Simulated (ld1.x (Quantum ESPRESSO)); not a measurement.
An odd input for ld1.x (Quantum ESPRESSO) 7.5 (Pb)

Command:

```bash
ld1.x < Pb.in > Pb.out
```

Input:

```
&input
   title='Pb', zed=82., rel=1, dft='PBE', iswitch=3,
   config='[Xe] 4f14 5d10 6s2 6p1',
   nld=3, rlderiv=2.25, eminld=-4.0, emaxld=5.0, deld=0.02
 /
 &inputp
   pseudotype=2, zval=4.0, tm=.true., lloc=0,
   nlcc=.false.,
   file_pseudopw='Pb.UPF', file_wfcaegen='ae.wfc', file_wfcncgen='nc.wfc', file_beta='beta', file_chi='chi'
 /
3
6P  2  1   1.00   0.00  2.05  2.05  0.0
5D  3  2  10.00   0.00  1.20  1.20  0.0
6S  1  0   2.00   0.00  1.60  1.60  0.0
 &test
   configts(1)='5d10 6s2 6p1'
 /
```

Output:

```
Program LD1 v.7.5

 %%%%%%%%%%%%%%%%%%%%%%%%%%%%%%%%%%%%%%%%%%%%%%%%%%%%%%%%%%%%%%%%%%%%%%%%%%%%%%
     Error in routine ld1_readin (1):
     supplied (  4.00) and calculated ( 14.00) valence charge do not match
 %%%%%%%%%%%%%%%%%%%%%%%%%%%%%%%%%%%%%%%%%%%%%%%%%%%%%%%%%%%%%%%%%%%%%%%%%%%%%%

     stopping ...
```

This input was made by a single change from one that runs to its end. What was changed?

The change: valence charge typed as zval=4.0. The program refuses the input: "ld1_readin: supplied (  4.00) and calculated ( 14.00) valence charge do not match".
